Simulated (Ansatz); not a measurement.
```yaml
crystal:
  periodic: [false, false, false]
  atoms:
    - {symbol: C, position_ang: [-2.025522, 1.560863, -1.409297]}
    - {symbol: C, position_ang: [-0.765203, 0.700897, -1.405149]}
    - {symbol: C, position_ang: [-1.033495, -0.660007, -2.050999]}
    - {symbol: Si, position_ang: [0.053963, 0.495597, 0.286869]}
    - {symbol: Cl, position_ang: [-0.230640, 2.258151, 1.368643]}
    - {symbol: C, position_ang: [-0.698986, -0.896568, 1.311162]}
    - {symbol: C, position_ang: [-2.192133, -0.703749, 1.562351]}
    - {symbol: C, position_ang: [0.049582, -1.097285, 2.626571]}
    - {symbol: C, position_ang: [1.925065, 0.292846, 0.148469]}
    - {symbol: C, position_ang: [2.332777, -1.055274, -0.443235]}
    - {symbol: C, position_ang: [2.587862, 1.443882, -0.601809]}
    - {symbol: H, position_ang: [-1.839415, 2.557796, -1.007760]}
    - {symbol: H, position_ang: [-2.406042, 1.671424, -2.430086]}
    - {symbol: H, position_ang: [-2.823205, 1.111928, -0.812000]}
    - {symbol: H, position_ang: [-0.011395, 1.218498, -2.013575]}
    - {symbol: H, position_ang: [-1.803042, -1.212831, -1.505078]}
    - {symbol: H, position_ang: [-1.393798, -0.533007, -3.076796]}
    - {symbol: H, position_ang: [-0.143769, -1.292711, -2.092769]}
    - {symbol: H, position_ang: [-0.569158, -1.801728, 0.700865]}
    - {symbol: H, position_ang: [-2.767109, -0.656938, 0.635105]}
    - {symbol: H, position_ang: [-2.380865, 0.219969, 2.115860]}
    - {symbol: H, position_ang: [-2.592270, -1.531882, 2.156305]}
    - {symbol: H, position_ang: [-0.005994, -0.200421, 3.249862]}
    - {symbol: H, position_ang: [1.106043, -1.329706, 2.473270]}
    - {symbol: H, position_ang: [-0.389940, -1.921682, 3.197307]}
    - {symbol: H, position_ang: [2.273610, 0.327464, 1.189196]}
    - {symbol: H, position_ang: [1.877564, -1.899433, 0.081315]}
    - {symbol: H, position_ang: [3.418684, -1.185054, -0.393963]}
    - {symbol: H, position_ang: [2.051638, -1.128523, -1.497638]}
    - {symbol: H, position_ang: [3.678032, 1.348084, -0.571768]}
    - {symbol: H, position_ang: [2.325825, 2.413891, -0.174018]}
    - {symbol: H, position_ang: [2.295434, 1.453307, -1.656112]}
basis:
  gaussian: {orbitals: aug-pcseg-2, fitting: {mean_field: cc-pVTZ-jkfit}, point_charges: [{charge: 0.50, position_ang: [7.710, 0.250, -0.772]}]}
total_charge: -1
magnetization: {spin_polarized: true, initial_magnetization: 1}
hamiltonian: {xc: {name: B2PLYP}, dispersion: d4}
accuracy: high
scf: {lower_state_search: full}
output: {forces: true}
```

```sh
$ ansatz run in.yaml --threads 11 --pin off --events-out ev --progress --plain --max-ram 174080MiB --backend cuda --devices 0, --max-vram 75GiB
```

How does Ansatz answer? (An estimate is asked.)

Computed: The program refused the input.
```
Error: invalid value for `hamiltonian.dispersion`: no damping is tabulated for this functional; type it, or the functional that lends it
```
